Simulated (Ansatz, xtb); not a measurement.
The molecule BSe+, multiplicity 3 (lowest of 2S+1 = 1, 3, 5 at CCSD(T)/def2-TZVPP on PBE0 minima; our sources give no spin for the ground state, which may be another). No spin–orbit coupling. Se is treated without relativity.

Seven points along R, fitted to fifth degree in 1/R; most abundant isotopes. In def2 and cc sets the state is the lowest found near the PBE0 minimum, followed along R.

Programs: Ansatz (an electronic-structure program) with Gaussian orbitals; xtb for the GFN methods.  The GFN methods have no spin term and hold the electronic entropy of 300 K.

```tsv
level	r_e (Å)	ω_e (cm⁻¹)	B_e (cm⁻¹)	ω_e x_e (cm⁻¹)
GFN1-xTB	1.830	877	0.520	7.0
SVWN5/def2-TZVPP	1.837	809	0.516	5.1
PBE/def2-TZVPP	1.857	781	0.505	5.4
r2SCAN/def2-TZVPP	1.844	811	0.513	5.3
B97M-V/def2-TZVPP	1.845	802	0.512	5.7
B3LYP/def2-TZVPP	1.850	785	0.509	5.9
PBE0/def2-TZVPP	1.841	810	0.514	5.8
BHLYP/def2-TZVPP	1.838	807	0.516	6.5
CAM-B3LYP/def2-TZVPP	1.835	812	0.517	6.1
wB97X-V/def2-TZVPP	1.840	810	0.515	6.3
wB97M-V/def2-TZVPP	1.840	804	0.515	6.7
B2PLYP/def2-TZVPP	1.847	800	0.510	5.4
CCSD/def2-TZVPP	1.849	789	0.510	7.1
CCSD/def2-QZVPP	1.840	799	0.515	7.2
CCSD(T)/def2-TZVPP	1.856	782	0.506	6.1
CCSD(T)/def2-QZVPP	1.847	790	0.510	6.2
CCSD(T)/CBS(def2-TZVPP, def2-QZVPP)	1.841	798	0.514	6.3
```

Correlated levels freeze the inner cores; with def2 sets outer-core shells near the valence are correlated too. CBS(a, b) extrapolates the correlation energy as X⁻³ and adds the Hartree–Fock energy of set b.
